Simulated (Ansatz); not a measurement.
Ideal-gas functions of CH$_{2}$F$_{2}$GeO (`[F][Ge]1([F])[CH2][O]1`) at 600 K and 1 bar, from an Ansatz frequency run at PBE0-D4/def2-TZVP.

Molar mass 140.63 g/mol, point group Cs (symmetry number 1), electronic degeneracy 1, moments of inertia 89.774, 143.424, 195.408 u Å². Harmonic wavenumbers (cm⁻¹, unscaled): 175, 181, 208, 242, 576, 663, 740, 765, 776, 979, 1093, 1146, 1466, 3095, 3184.

Use S(trans) = R[1.5 ln M + 2.5 ln T − 1.1517]; rotational temperatures θ = 24.2544 K / I; S(rot) = R[ln(√π/σ · √(T³/θAθBθC)) + 1.5]; for each mode x = 1.438777 ν̃/T, S = R[x/(eˣ − 1) − ln(1 − e⁻ˣ)] and H = RT x/(eˣ − 1); 1 cm⁻¹ = 0.0119627 kJ/mol; R = 8.31446 J/(mol·K).

Problem. By hand: the entropy, in J/(mol·K).

Solution. Translation 185.1. Rotation: θ = 0.2702, 0.1691, 0.1241 K, giving 118.5. Vibration, mode by mode: 15.60, 15.32, 14.18, 12.95, 6.26, 5.28, 4.56, 4.35, 4.26, 2.90, 2.34, 2.11, 1.15, 0.04, 0.03, in all 91.3. Electronic 0.0. Sum 394.9 J/(mol·K).

Problem. By hand: H − E and G − E in kJ/mol, counted from the electronic energy.

Solution. Zero-point energy ½ × 15289 × 0.0119627 = 91.4; thermal vibration 28.9; translation, rotation and pV give 4 RT = 20.0. H − E = 140.3 kJ/mol, and G − E = 140.3 − 600 × 394.9/1000 = -96.6 kJ/mol.

Vibration gives 23 % of the entropy.
